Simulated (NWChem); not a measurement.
Molecule: CH4O2Si, singlet; SMILES CO[Si]O

```xyz
8

Si    -0.6318    -0.6332     0.0576
O      0.4910    -1.8571     0.0099
H      1.4145    -1.5743    -0.0420
O      0.4254     0.6701    -0.0114
C      0.0639     2.0245    -0.0058
H      0.5217     2.5347     0.8575
H      0.4280     2.5171    -0.9222
H     -1.0308     2.1725     0.0504
```
Atoms are numbered in this order, from 1.

Results from NWChem. Low-valent species are run as closed-shell singlets; no triplet was tried in these runs. Structure relaxed at the PBE0/def2-SVP level. GIAO values for the isolated, static molecule; σ is the absolute isotropic shielding, δ = σ(reference) − σ with the isolated reference molecule computed at the same levels (13C: tetramethylsilane, 1H: tetramethylsilane, 17O: water, 29Si: tetramethylsilane).

**Question.** Estimate the computed values for LDA (Slater exchange, VWN5)/pcSseg-1. Quantities: δ Si1 (ppm); δ O2 (ppm); δ H3 (ppm); δ O4 (ppm); δ C5 (ppm); δ H6 (rotor mean) (ppm).

**Answer.** 
```
Property                 Result
-----------------------  ------
δ Si1 (ppm)                93.3
δ O2 (ppm)                201.2
δ H3 (ppm)                 5.45
δ O4 (ppm)                221.0
δ C5 (ppm)                 52.0
δ H6 (rotor mean) (ppm)    3.99
```
